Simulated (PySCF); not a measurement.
Diphenyl sulfide, SMILES c1ccc(Sc2ccccc2)cc1, singlet (GFN2-xTB optimised geometry):

```
23

C      0.689     3.653     0.000
C      1.385     2.455     0.000
C      0.705     1.251    -0.011
C     -0.683     1.249    -0.002
S     -1.605    -0.269    -0.061
C     -0.644    -1.339     0.984
C     -0.546    -2.680     0.640
C      0.156    -3.547     1.457
C      0.763    -3.080     2.611
C      0.653    -1.743     2.954
C     -0.057    -0.870     2.151
C     -1.385     2.447    -0.012
C     -0.696     3.646    -0.013
H      1.225     4.590     0.006
H      2.465     2.455     0.000
H      1.248     0.318    -0.022
H     -1.019    -3.032    -0.264
H      0.234    -4.590     1.186
H      1.317    -3.757     3.244
H      1.116    -1.375     3.859
H     -0.151     0.171     2.425
H     -2.465     2.429    -0.018
H     -1.244     4.576    -0.018
```

Method: CAM-B3LYP/def2-SVP (PySCF).

Task: What are the frontier orbital energies and the dipole moment?

Result: HOMO-2 -8.68 eV, HOMO-1 -8.56 eV, HOMO -7.08 eV, LUMO 0.52 eV, LUMO+1 0.78 eV; dipole moment 1.43 D.

On the same geometry PBE/def2-SVP run with PySCF gives HOMO-2 -6.47 eV, HOMO-1 -6.36 eV, HOMO -4.97 eV, LUMO -1.49 eV, LUMO+1 -1.28 eV; dipole moment 1.32 D.

Meta-Löwdin charges at CAM-B3LYP/def2-SVP: C1 -0.11, C2 -0.10, C3 -0.11, C4 -0.06, S5 0.09, C6 -0.06, C7 -0.11, C8 -0.10, C9 -0.11, C10 -0.10, C11 -0.11, C12 -0.11, C13 -0.10, H14 0.10, H15 0.11, H16 0.11, H17 0.11, H18 0.11, H19 0.10, H20 0.11, H21 0.11, H22 0.11, H23 0.11.
